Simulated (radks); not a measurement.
Si3+, configuration [Ne] 3s1.

All-electron calculation, scalar-relativistic Kohn-Sham, PBE, spin-polarised, spherical densities, finite nucleus; open shells are filled with parallel spins first; Fermi nuclear charge, rms radius 3.1224 fm. Program: a radial shooting solver on a logarithmic mesh with Libxc functionals.

Energy parts (hartree):
| part | energy |
|---|---|
| total | -287.73516 |
| kinetic | 288.51659 |
| electron-nucleus | -672.39517 |
| Hartree | 115.96502 |
| exchange-correlation | -19.82159 |

Orbitals (lengths in bohr, moments of r in powers of bohr; r(90%) holds 90 % of the orbital's charge):
orbital  occ.  eigenvalue (hartree)      <r^4>   <1/r>  r(90%)    <r^2>
1s up       1             -67.01691  0.0007203   13.64   0.199  0.01667
1s down     1             -67.01039  0.0007203   13.64   0.199  0.01667
2s up       1              -6.46700     0.2709   2.586   0.892   0.3831
2s down     1              -6.45494     0.2683   2.588   0.890   0.3819
2p up       3              -4.85498     0.2870   2.470   0.898   0.3602
2p down     3              -4.84298     0.2819   2.473   0.895   0.3580
3s up       1              -1.48474      22.92  0.7460    2.72    3.855

The highest occupied level is 3s up at -40.402 eV. The electron density at the nucleus is 1912 e/bohr^3 (large components only).

Run on one thread of a shared host, so times are rough (Arm Neoverse N1): 0.16 s of CPU time, 0.16 s wall, 20 iterations on 2189 mesh points.
